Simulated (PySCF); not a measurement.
CI₃, SMILES [C+](I)(I)I, charge +1.

Coordinates come from a PBE0-D3(BJ)/def2-SVP optimisation. The def2 effective core potentials stand for the cores of I; spin–orbit coupling is left out.

Method: TDA-CAM-B3LYP/def2-SVPD in PySCF.

Vertical excitations; the highest root listed may be one member of a degenerate set. Gas-phase values at a fixed geometry. State labels are in the subgroup C2v.

```tsv
state	symmetry	energy (eV)	λ (nm)	f	main pairs
S1	A2	2.10	592	0.000	HOMO→LUMO 100 %
S2	A2	2.92	424	0.000	HOMO−3→LUMO (degenerate set)
S3	B2	2.92	424	0.000	HOMO−4→LUMO (degenerate set)
S4	A1	3.63	342	0.194	HOMO−1→LUMO (degenerate set)
S5	B1	3.63	342	0.194	HOMO−2→LUMO (degenerate set)
S6	B1	3.90	318	0.000	HOMO→LUMO+1 95 %
S7	B2	4.49	276	0.000	HOMO−1→LUMO+1 (degenerate set)
S8	A2	4.49	276	0.000	HOMO−2→LUMO+1 (degenerate set)
S9	A1	4.95	250	0.050	HOMO−4→LUMO+1 (degenerate set)
S10	B1	4.95	250	0.050	HOMO−3→LUMO+1 (degenerate set)
T1	A2	1.89	657	0	HOMO→LUMO 100 %
T2	A1	2.29	542	0	HOMO−1→LUMO (degenerate set)
T3	B1	2.29	542	0	HOMO−2→LUMO (degenerate set)
T4	A2	2.69	460	0	HOMO−3→LUMO 99 %
```
Triplets are in the Tamm–Dancoff approximation.
